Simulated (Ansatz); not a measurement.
`FC1SC1=[Se]`, relaxed with RKS PBE0-D4/def2-TZVP in Ansatz from a PBE-D4/def2-SVP geometry. The force threshold is 0.005 eV/Å; the program also tests the step.

Total charge 0; spin multiplicity 1.

Start:

```xyz
6

F     1.173    1.242   -0.370
C     0.134    0.614    0.221
S     0.510   -0.833    1.333
C    -0.254   -0.716   -0.238
Se   -0.953   -1.645   -1.557
H    -0.609    1.337    0.610
```

Q: How much energy does the relaxation release, and in how many steps? (Best estimate.)

A: Ansatz gave: 4.29 kJ/mol, in 5 steps.

Q: Which bonds change most? (An estimate is asked.)

A: The calculation gave: C2–S3 from 1.863 to 1.820 Å; S3–C4 from 1.751 to 1.715 Å; C2–H6 from 1.107 to 1.086 Å; C4–Se5 from 1.758 to 1.741 Å.

Q: Give the relaxed structure. (Estimate.)

A: Computed: 
```xyz
6

F     1.164    1.227   -0.364
C     0.131    0.607    0.231
S     0.503   -0.813    1.307
C    -0.248   -0.715   -0.231
Se   -0.947   -1.625   -1.541
H    -0.604    1.318    0.598
```
